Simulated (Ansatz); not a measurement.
`C[Se][AlH][BH]S`, charge 0, multiplicity 1.

Give a relaxed structure at PBE0-D4/def2-TZVP (the Gaussian-basis code of Ansatz). (An estimate is asked.)

The calculation gave: 
Cartesian coordinates in Å:
```
C -0.023 1.687 1.027
Se 0.731 0.163 2.007
Al 0.906 -1.439 0.351
B 0.152 -1.037 -1.583
S -1.546 -0.704 -1.936
H -0.874 2.058 1.594
H 0.738 2.461 0.956
H -0.344 1.392 0.031
H 1.547 -2.804 0.846
H 0.809 -1.013 -2.584
H -2.096 -0.763 -0.708
```
This is one stationary point; other conformers may exist.
